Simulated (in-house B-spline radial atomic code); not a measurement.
How numerical settings move a run on K IV (K3+), [Ne] 3s2 3p4. Computed with a B-spline radial code for spherical atoms: Dirac-Kohn-Sham PBE0, spherical fractional occupations, Fermi nucleus of rms radius 3.4349 fm.

Command:
```bash
python run_scf.py task.json out
```
Settings of the sound reference run:
```
Z                19
electrons        16
configuration    [Ne] 3s2 3p4
hamiltonian      dirac
method           pbe0
spin_polarised   False
nucleus          fermi
rms_radius       3.4349
mass_number      39
atomic_mass      38.96371
speed_of_light   137.036
knot_spacing     0.22
spline_order     8
gauss_points     12
box_radius       16.22
max_iterations   70
damping          0.5
damped_steps     3
diis_vectors     10
tolerance        1e-08
start            Thomas-Fermi
```

Cost of the run: 1.2 s on 1 thread of Intel(R) Xeon(R) Platinum 8259CL CPU @ 2.50GHz (shared host).

It converges in 8 iterations to -598.965895 hartree, with 3p3/2 at -55.5249 eV. The other runs change the listed settings, some to values that make no sense; their results aren't properties of the atom or ion. Radii are in bohr (the nuclear one in fm), a minus after a letter asks for a j subshell, and «unchanged» means within 1e-8 hartree. The run stops when the residual is below 10 × tolerance × max(1, Z/10), or a noise floor if that is larger, and the energy moves by less than 1e-8 × √|E| hartree; so very loose and very tight tolerances often act alike.

| changed settings | outcome |
| --- | --- |
| gauss_points = 3 | converged in 8 iterations, energy +2.59e-05 hartree from the reference, 3p3/2 level +2.2e-05 eV |
| gauss_points = 8, box_radius = 4.87, max_iterations = 50 | converged in 8 iterations, energy +3.02e-04 hartree from the reference, 3p3/2 level +1.1e-02 eV (the program warns: 3p3/2 reaches the box edge; 3s1/2 reaches the box edge) |
| gauss_points = 4 | converged in 8 iterations, energy -1.91e-07 hartree from the reference, 3p3/2 level +1.5e-06 eV |
| max_iterations = 12, diis_vectors = 2, start = bare nucleus | converged in 9 iterations, energy unchanged, 3p3/2 level -2.7e-06 eV |
| damped_steps = 0 | converged in 7 iterations, energy unchanged, 3p3/2 level -3.7e-06 eV |
| method = hf, speed_of_light = 20.91169 | converged in 9 iterations to -788.3798 hartree, a different physical problem |
| knot_spacing = 1.4, first_knot = 0.0158, max_iterations = 60, diis_vectors = 20, start = bare nucleus | converged in 9 iterations, energy +3.08e+00 hartree from the reference, 3p3/2 level -2.5e-01 eV (the program warns: 1s1/2 reaches the box edge; 3s1/2 reaches the box edge) |
| max_iterations = 3, damped_steps = 8 | not converged after 3 iterations, last residual 3.5e-02, last energy +3.69e-02 hartree from the reference |
| damped_steps = 1 | converged in 7 iterations, energy unchanged, 3p3/2 level -1.4e-06 eV |
| electrons = 17, configuration = [Ne] 3s2 3p4 4p-1, max_iterations = 75 | converged in 10 iterations to -599.5341 hartree, a different physical problem (warning: 4p1/2 reaches the box edge) |

What happens with knot_spacing = 0.4, spline_order = 6, first_knot = 5.26e-06, max_iterations = 100?

Converged in 8 iterations, energy +2.80e-04 hartree from the reference, 3p3/2 level -1.0e-03 eV.

What happens with damped_steps = 8?

Converged in 12 iterations, energy unchanged, 3p3/2 level +3.3e-06 eV.

What happens with damped_steps = 30?

Converged in 19 iterations, energy unchanged, 3p3/2 level -4.3e-06 eV.

What happens with start = bare nucleus?

Converged in 9 iterations, energy unchanged, 3p3/2 level -5.6e-06 eV.
